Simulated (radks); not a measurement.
Results of a calculation; reference values are marked as such.
Kr+, 35 electrons, occupied as [Ar] 3d10 4s2 4p5 (the NIST ground configuration). Level of theory: scalar-relativistic Kohn-Sham, LDA (Slater exchange, VWN5 correlation), spin-polarised, spherical densities, point nucleus; open shells are filled with parallel spins first (a radial shooting solver on a logarithmic mesh with Libxc functionals).

Normalised radial functions P(r) = r R(r), r in bohr:

r	3p down
0.001394	0.0014
0.00208	0.0028
0.003103	0.0058
0.004629	0.0121
0.006905	0.0249
0.0103	0.0508
0.01537	0.1008
0.02293	0.1922
0.0342	0.3432
0.05102	0.5532
0.07612	0.7559
0.1126	0.7696
0.168	0.3478
0.2507	-0.5349
0.374	-1.3416
0.5579	-1.3808
0.8323	-0.7628
1.242	-0.2123
1.852	-0.0244
2.763	-0.0008
4.123	0.0000
6.15	0.0000

3p down: eigenvalue -206.74 eV, 1 radial node at r = 0.200 bohr, <r> = 0.541 bohr, 90 % of the charge inside 0.825 bohr.
